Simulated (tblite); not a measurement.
Start geometry of `O1C(F)=C[C@H](C(F)F)C=C1` from a force field or distance geometry (Å):
```
atom  x, y, z in Å
F1    -0.9701    3.0149   -0.3344
C2    -0.8953    1.6785   -0.2339
C3     0.1293    1.1579    0.4568
C4     0.3431   -0.2766    0.6465
C5     1.6655   -0.6422    0.0256
F6     1.8626   -1.9814    0.2059
F7     1.6717   -0.3118   -1.3110
C8    -0.7330   -1.0385   -0.0164
C9    -1.7234   -0.4782   -0.6855
O10   -1.8741    0.8979   -0.8274
H11    0.8215    1.8501    0.8837
H12    0.4077   -0.5226    1.7369
H13    2.4913   -0.1102    0.5510
H14   -0.7280   -2.1234    0.0228
H15   -2.4731   -1.1064   -1.1426
```

Task: What comes out of this run: GFN2-xTB geometry optimisation, gas phase (tblite 0.8.0)?

Result: 
```
atom  x, y, z in Å
F1    -1.1240    2.9497   -0.3777
C2    -0.8890    1.6456   -0.2181
C3     0.1105    1.1958    0.5255
C4     0.3519   -0.2814    0.6686
C5     1.6985   -0.6654    0.0238
F6     1.9805   -1.9701    0.2533
F7     1.6530   -0.5149   -1.3198
C8    -0.7673   -1.0381    0.0022
C9    -1.7053   -0.4338   -0.7093
O10   -1.8101    0.9191   -0.8738
H11    0.7715    1.8889    1.0151
H12    0.4397   -0.5640    1.7271
H13    2.5418   -0.0655    0.4002
H14   -0.7527   -2.1116    0.0832
H15   -2.5033   -0.9463   -1.2223
```

The energy falls by 35.6 kJ/mol over 52 L-BFGS steps, the largest force on an atom goes from 1.97 to 0.009 eV/Å, and the atoms move by 0.115 Å rms after alignment. Among the bonds, C3–C4 and C2–O10 change most and about equally (-0.042 to +0.041 Å). Bonds longer at the end by more than 0.005 Å: 4 of 15; shorter: 9. Among the angles that change most is F1–C2–O10, from 119.3° to 110.4°. Among the dihedrals that turn most is H12–C4–C5–H13, from -56° to -66°. Rotational constants go from 2535, 931.9, 799.1 to 2665, 889.8, 788.0 MHz. The orientation of the end geometry is arbitrary; only internal coordinates are fixed.

Time: 0.29 s of wall time. Hardware: Arm Neoverse V2, one thread, no GPU, on a shared host.

Its GFN2-xTB frequencies are all real (lowest 47 cm⁻¹). The numbers are those of one conformer. 2 starts were optimised and ended at 0.00 and 0.02 kcal/mol (GFN2-xTB); the lowest of these is shown.

The numbers are calculated, not measured.
